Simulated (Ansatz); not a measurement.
CH7ClOSi2 can be A, `O[SiH]([SiH3])CCl`, or B, `C[Si](O)([SiH3])Cl`.

Calculated with Ansatz (gas phase, PBE0-D4/def2-TZVP geometries, no zero-point term in ΔE). CCSD(T)/CBS is the MP2 limit (def2-TZVPP, def2-QZVPP) plus CCSD(T) − MP2 in def2-TZVPP, frozen cores. DFT in def2-TZVPP. B3LYP here is the variant with VWN-RPA as its local correlation; programs differ in this. Each species was taken in one conformer, which may not be the lowest.

**Question.** Which isomer does CCSD(T)/CBS put lower? Give the gap. (Best estimate.)

**Answer.** Ansatz gave: B, by 187.9 kJ/mol.

**Question.** Give E(B) − E(A) in kJ/mol with B3LYP, CCSD/def2-TZVPP, CCSD(T)/def2-TZVPP, r2SCAN-D4, B2PLYP, PBE-D4, B3LYP-D4. (Best estimate.)

**Answer.** Ansatz gave: B3LYP -184.4, CCSD/def2-TZVPP -186.9, CCSD(T)/def2-TZVPP -185.9, r2SCAN-D4 -192.1, B2PLYP -187.7, PBE-D4 -183.0, B3LYP-D4 -186.5. None reverses the order clearly.

Largest T1 diagnostic: 0.011.

From PBE to PBE0 (25 % exact exchange), in def2-TZVPP and without D4, E(B) − E(A) moves by −5.0 kJ/mol.
